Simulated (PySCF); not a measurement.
A structure optimised at PBE-D3(BJ)/def2-TZVP, used in a PySCF frequency run:

```xyz
5

O      0.0000     1.2312     0.0374
B      0.0000     0.0000    -0.5272
O      0.0000    -1.2312     0.0374
H      0.0000     1.2518     1.0188
H      0.0000    -1.2518     1.0188
```
Charge 0, spin multiplicity 2.

Q: Write its SMILES, formula and point group.

A: O[B]O, BH₂O₂, C2v

Q: What are its rotational constants (standard atomic weights)?

A: 100.92, 9.7825, 8.9181 GHz
